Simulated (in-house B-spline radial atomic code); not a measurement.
# Pr: [Xe] (4f5/2)2 (4f7/2)1 6s2 (an excited or competing configuration)

All numbers are computed (Dirac-Hartree-Fock, average of the jj configuration; Fermi nucleus of rms radius 4.8919 fm) with an all-electron radial atomic-structure program (B-spline basis), not measured.

Z_r = [3n² - l(l+1)]/(2<r>); Z_e = n√(-2ε); the last column is Slater's effective charge. Values are occupation-weighted means over j. An effective charge above Z reflects the relativistic contraction of the inner shells.

| shell | electrons | ε (eV) | <r> (bohr) | Z_r | Z_e | Slater |
| --- | --- | --- | --- | --- | --- | --- |
| 1s | 2 | -42230 | 0.02409 | 62.27 | 55.71 | 58.70 |
| 2s | 2 | -6903.1 | 0.1025 | 58.56 | 45.05 | 54.85 |
| 2p | 6 | -6184.4 | 0.09032 | 55.36 | 42.64 | 54.85 |
| 3s | 2 | -1536.1 | 0.2708 | 49.84 | 31.88 | 47.75 |
| 3p | 6 | -1301.5 | 0.269 | 46.46 | 29.34 | 47.75 |
| 3d | 10 | -964.93 | 0.2469 | 42.53 | 25.26 | 37.85 |
| 4s | 2 | -325.63 | 0.6225 | 38.56 | 19.57 | 31.25 |
| 4p | 6 | -245.92 | 0.6588 | 34.91 | 17.01 | 31.25 |
| 4d | 10 | -127.22 | 0.7295 | 28.79 | 12.23 | 19.85 |
| 5s | 2 | -49.052 | 1.532 | 24.48 | 9.49 | 10.70 |
| 5p | 6 | -27.245 | 1.782 | 20.48 | 7.08 | 10.70 |
| 4f | 3 | -8.9392 | 1.093 | 16.47 | 3.24 | 12.30 |
| 6s | 2 | -4.6736 | 4.834 | 11.17 | 3.52 | 2.85 |

The least bound orbital is 6s1/2 at -4.674 eV, and it is also the most diffuse (<r> = 4.834 bohr). The part-filled 4f shell lies below the filled 6s shell in orbital energy.

For the 1s electron the small component carries 4.78 % of the norm, the zero-frequency Breit interaction raises the level by 115.8 eV, self-energy by 67.9 eV, and vacuum polarisation lowers it by 10.27 eV.
